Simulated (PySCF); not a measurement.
**Does the structure fit the spectrum?**

A compound C7H9NOSi gives the data below (simulated from a calculation) and was assigned the structure `C=CC1=C([Si@@H](C#N)OC)C1`.

13C{1H} NMR (computed): δ 161.8 (CH, 2C), 159.2 (CH), 145.9 (CH, 2C), 69.0 (C), 58.9 (C).

1H NMR (400 MHz, computed): δ 7.85 (d, 1H), 7.26 (d, 2H), 6.66 (d, 2H), 5.26 (br, 1H), 4.33 (s, 3H).

- shieldings: GIAO PBE0/pcSseg-1
- geometry: GFN2-xTB
- program: PySCF
- rapidly exchanging positions averaged, isolated molecule, non-relativistic Hamiltonian, one computed conformer

Referencing at the same level of theory: 1H (σref 31.72), 13C (σref 186.93) against TMS.

Problem. Compare with the shifts computed for the proposed structure, pairing carbons in order of shift.

Solution. Numbering as in the mapped SMILES `[CH2:1]=[CH:2][C:3]1=[C:4]([Si@@H:5]([C:6]#[N:7])[O:8][CH3:9])[CH2:10]1`. Hydrogens are named by the atom that carries them.

| atom | computed for proposal | given list | difference |
| --- | --- | --- | --- |
| C3 | 147.2 | 161.8 | -14.6 |
| C1 | 137.7 | 161.8 | -24.1 |
| C2 | 132.6 | 159.2 | -26.6 |
| C6 | 123.9 | 145.9 | -22.0 |
| C4 | 112.6 | 145.9 | -33.3 |
| C9 | 53.5 | 69.0 | -15.5 |
| C10 | 9.7 | 58.9 | -49.2 |

The rms difference is 28.7 ppm and the largest -49.2 ppm at C10 (three-membered-ring carbon). The proposal also would give 7 carbon signals, not 5. The carbon types in order of shift don't match either: C, CH2, CH, C, C, CH3, CH2 for the proposal against CH, CH, CH, CH, CH, C, C in the data. The proposal doesn't fit.

Problem. Which isomer fits?

Solution. SMILES [C@]12(NC=O)C=C[C@@]1([SiH3])C=C2.

- Carbon types of the structure: 2 × C, 5 × CH, leaving 4 H on heteroatoms.
- δC 161.8, 145.9: alkene CH; as expected for a trigonal carbon in a double bond.
- δC 159.2: amide carbonyl carbon; lone-pair donation from the attached heteroatom keeps it upfield of a ketone carbonyl.
- δC 69.0: allylic fully substituted sp3 carbon bonded to N; deshielded by the electronegative neighbour.
- δH 5.26: hydrogen on an amide-type nitrogen; exchangeable, gas-phase position.

The data come from this structure; uniqueness wasn't tested.

The OH or NH signal is concentration- and solvent-dependent in practice; the value given is the gas-phase one. Amide-type NH protons are broadened by 14N but still split neighbouring CH signals. Shifts are as computed. Against solution values, carbons near 30 ppm lie about +3 ppm off and those near 130 ppm about +5 ppm. Of 1211 compounds with measured shifts, 218 miss one by over three times the rms of a fit or turn the order of signals round; such compounds aren't used in these exercises. The C=O carbon of an acid or of an amide with N–H lies up to 10 ppm further downfield in solution, through hydrogen bonding that the calculation lacks. No couplings were computed; multiplicities are counted from neighbouring protons, with m where these are inequivalent, close in shift, in a saturated or five-membered ring or joined by F or P, and br s for small geminal =CH2 splittings.
